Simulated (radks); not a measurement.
All-electron atom: the germanium ion Ge+ in [Ar] 3d10 4s2 4p1 (the NIST ground configuration). Method: non-relativistic Kohn-Sham, PBE, spin-polarised, spherical densities, point nucleus; open shells are filled with parallel spins first; computed with a radial shooting solver on a logarithmic mesh with Libxc functionals.

Unscreened Slater integrals over Kohn-Sham orbitals (hartree). They are taken over the spin-up orbitals. Empty in this configuration: 5s.

integral       value
F0(4p,4p)    0.35480
F2(4p,4p)    0.18516
F0(4p,4s)    0.38902
G1(4p,4s)    0.25404
F0(4p,3d)    0.46322
F2(4p,3d)   0.087841
G1(4p,3d)   0.032396
G3(4p,3d)   0.027850
F0(4p,3p)    0.46686
F2(4p,3p)   0.076427
G0(4p,3p)   0.018027
G2(4p,3p)   0.020517
F0(4p,5s)    0.20157
G1(4p,5s)   0.022532
F0(4s,4s)    0.43709
F0(4s,3d)    0.55809
G2(4s,3d)   0.051456
F0(4s,3p)    0.56420
G1(4s,3p)   0.032972
F0(4s,5s)    0.20728
G0(4s,5s)   0.012179
F0(3d,3d)     1.2661
F2(3d,3d)    0.58972
F4(3d,3d)    0.36770
F0(3d,3p)     1.3187
F2(3d,3p)    0.62489
G1(3d,3p)    0.76499
G3(3d,3p)    0.46789
F0(3d,5s)    0.22353
G2(3d,5s)  0.0066012
F0(3p,3p)     1.3867
F2(3p,3p)    0.69350
F0(3p,5s)    0.22445
G1(3p,5s)  0.0048764
F0(5s,5s)    0.16315

Derived for the open shells (J is the average intra-shell exchange parameter used in DFT+U). 4p: J = F2/5 = 0.03703 hartree.
